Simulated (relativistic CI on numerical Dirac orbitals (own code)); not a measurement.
**Crystal-field levels of Co³⁺, 3d6**

Calculated by Dirac-Coulomb-Breit CI, orbitals from a KLI potential per configuration, model QED, valence Slater integrals scaled by 0.9, one configuration in a parametric crystal field (own radial code). With so little scaling, terms lie 10 to 35 % too far apart, which can change the order of excited levels.

Field parameters in Wybourne normalisation: D4h B²₀ = −7Ds, B⁴₀ = 21(Dq − Dt), B⁴₄ = 21√(5/14) Dq. The field is a parameter set, without covalency.

S is read from ⟨S²⟩ = S(S + 1).

Levels (cm⁻¹, degeneracy): 0 (1), 13 (2), 207 (1), 220 (1), 361 (2), 363 (1), 700 (1), 715 (2), 727 (1), 770 (1), 834 (2), 8538 (1).

(1) Which field gives this pattern?
A. D4h, 10Dq = 27950, Ds = 880, Dt = -150 cm⁻¹
B. D4h, 10Dq = 10000, Ds = 230, Dt = 180 cm⁻¹
C. D4h, 10Dq = 13750, Ds = 1170, Dt = 170 cm⁻¹
D. D4h, 10Dq = 30200, Ds = -310, Dt = -760 cm⁻¹

Answers

(1) B. D4h, 10Dq = 10000, Ds = 230, Dt = 180 cm⁻¹, ground level with S = 2.00.
